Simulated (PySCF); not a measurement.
A structure optimised at PBE0-D3(BJ)/def2-SVP (Å):
```
atom  x, y, z in Å
F1     2.6990    0.3604   -1.0592
C2     2.2190   -0.1490    0.0619
F3     2.6477    0.5694    1.0848
F4     2.6043   -1.3966    0.1935
C5     0.6895   -0.0621    0.0146
C6    -0.0176    1.0941   -0.2236
C7    -1.4138    1.0171   -0.2246
C8    -2.0391   -0.2117    0.0128
C9    -1.2446   -1.3107    0.2406
O10    0.0709   -1.2017    0.2338
H11    0.5153    2.0298   -0.4062
H12   -2.0127    1.9131   -0.4110
H13   -3.1255   -0.3197    0.0212
H14   -1.5841   -2.3298    0.4393
```

Charge +1, singlet.

(1) Read off the bonds between heavy atoms and their formal orders.

(2) Which species is it?

(3) Which rings does it hold (smallest set)?

(4) Describe the place of each heavy atom.

(5) What is the arrangement about C2?

(6) What is the arrangement about C8?

Answers

(1) F1–C2 1.32 Å (single); C2–F3 1.32 Å (single); C2–F4 1.31 Å (single); C2–C5 1.53 Å (single); C5–C6 1.38 Å (aromatic); C6–C7 1.40 Å (aromatic); C7–C8 1.40 Å (aromatic); C8–C9 1.38 Å (aromatic); C9–O10 1.32 Å (aromatic); C5–O10 1.32 Å (aromatic). Bonds to hydrogen (Å): C6–H11 1.09; C7–H12 1.09; C8–H13 1.09; C9–H14 1.09. The orders are those of one drawing; other resonance forms can be drawn.

(2) `FC(F)(F)c1cccc[o+]1`, [C6H4F3O]+. Among its features: aromatic ring with oxygen, CF3 group and C–F bond.

(3) C5–C6–C7–C8–C9–O10 (6 members, 0.00 Å rms from planarity).

(4) F1/F3/F4: fluorine of a CF3 group; C2: CF3 carbon; C5: substituted aromatic carbon; C6: aromatic CH carbon; C7: aromatic CH carbon; C8: aromatic CH carbon; C9: aromatic CH next to a ring oxygen; O10: ring oxygen.

(5) It has 4 neighbours (F1, F3, F4, C5) and is tetrahedral (angles from 108.3° to 110.5°).

(6) It has 3 neighbours (C7, C9, H13) and is planar (angles 122.2°, 119.6° and 118.2°, sum 360.0°, 0.00 Å off the plane of its three neighbours).

These are computed values.
